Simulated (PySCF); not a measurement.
GeH6O2Si, SMILES [OH][GeH]([OH])[SiH3].

Geometry: TPSSh-D3(BJ)/def2-SVP. This is a generated structure with no PubChem entry under its InChIKey; it may be hypothetical. Other conformers were not sampled.

All values below come from PySCF with TDA-PBE/def2-SVPD.

Vertical excitations. The molecule is in vacuum.

| state | energy (eV) | λ (nm) | f | main pairs |
|---|---|---|---|---|
| S1 | 5.88 | 211 | 0.022 | HOMO→LUMO 95 % |
| S2 | 6.16 | 201 | 0.000 | HOMO→LUMO+1 67 %, HOMO−1→LUMO 28 % |
| S3 | 6.34 | 195 | 0.044 | HOMO−1→LUMO 50 %, HOMO→LUMO+1 19 %, HOMO−2→LUMO 11 %, HOMO−1→LUMO+1 9 % |
| S4 | 6.41 | 193 | 0.003 | HOMO−2→LUMO 70 %, HOMO−1→LUMO+1 15 % |
| S5 | 6.55 | 189 | 0.027 | HOMO−1→LUMO+1 59 %, HOMO→LUMO+2 18 % |
| S6 | 6.58 | 188 | 0.057 | HOMO→LUMO+2 42 %, HOMO−2→LUMO 13 %, HOMO−1→LUMO+2 12 %, HOMO−1→LUMO+1 9 % |
| S7 | 6.69 | 185 | 0.010 | HOMO→LUMO+3 91 % |
| S8 | 6.80 | 182 | 0.050 | HOMO−2→LUMO+1 66 %, HOMO−1→LUMO+2 12 % |
| S9 | 6.89 | 180 | 0.072 | HOMO−1→LUMO+2 51 %, HOMO−2→LUMO+2 18 % |
| S10 | 7.04 | 176 | 0.006 | HOMO−1→LUMO+3 87 % |
| T1 | 5.44 | 228 | 0 | HOMO→LUMO 95 % |
| T2 | 5.69 | 218 | 0 | HOMO→LUMO+1 95 % |
| T3 | 5.88 | 211 | 0 | HOMO−1→LUMO 92 % |
| T4 | 6.00 | 207 | 0 | HOMO→LUMO+2 87 % |
Triplets are in the Tamm–Dancoff approximation.
